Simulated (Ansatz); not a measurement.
## Ligand exchange: BrF + SiH2(CH3)(OH) → HOF + SiH2(CH3)Br

Species: BrF, singlet; SiH2(CH3)(OH), singlet; HOF `OF`, singlet; SiH2(CH3)Br, singlet. The partners trade Br for OH: F–Br and Si–OH bonds give way to F–OH and Si–Br.

Shapes, held fixed at every level: PBE0-D4/def2-TZVP. Flexible molecules stand in one conformer, not always the lowest. Programs: Ansatz 0.2.0. The zero-point and thermal change to 298 K, harmonic and unscaled (PBE0-D4/def2-TZVP), is +0.3 kJ/mol.

```tsv
level	kind	ΔH(298 K) (kJ/mol)	less CCSD(T)/def2-TZVPP
HF/def2-TZVPP	Hartree–Fock	+182.8	+16.7
PBE-D4/def2-TZVPP	GGA	+153.1	-13.0
PBE0-D4/def2-TZVPP	global hybrid	+156.9	-9.2
B2PLYP/def2-TZVPP	double hybrid	+175.0	+8.9
MP2/def2-SVP	perturbation theory	+144.6	-21.5
CCSD/def2-SVP	coupled cluster or CI	+139.7	-26.4
CCSD/def2-TZVPP	coupled cluster or CI	+170.1	+4.0
CCSD(T)/def2-TZVPP	coupled cluster or CI	+166.1	0.0
```

The highest level, CCSD(T)/def2-TZVPP, gives ΔH(298 K) = +166.1 kJ/mol; the levels span +139.7 to +182.8. The column of differences is taken from that level and isn't an error. No measured value is set beside it here. Relativity is left out for Br. Outer-core shells of Br are correlated, in sets that cover them unevenly.
